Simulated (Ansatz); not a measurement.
A structure relaxed at r2SCAN-D4/def2-SVPD in Ansatz, charge -1, doublet:

Cartesian coordinates in Å:
```
Cd 1.788 -0.558 1.348
Cd -1.481 -1.208 -1.730
Se -1.054 -0.352 1.462
Se -0.500 1.504 0.117
Se 1.247 0.614 -1.198
```

Give its formula and point group.

the cluster Cd₂Se₃⁻. Point group Cs (tolerance 0.1 Å).

Summarise the bond lengths by kind (pairs closer than 1.2 times the sum of covalent radii, bridged metal pairs left out).

2 × Se–Se 2.36 Å; 2 × Cd–Se 2.85 Å.

In the def2 sets Cd takes a core potential; there is no spin–orbit coupling. Another isomer (doublet) lies 1.06 eV lower at PBE0-D4/def2-TZVPD; other spin states weren't run for this one.
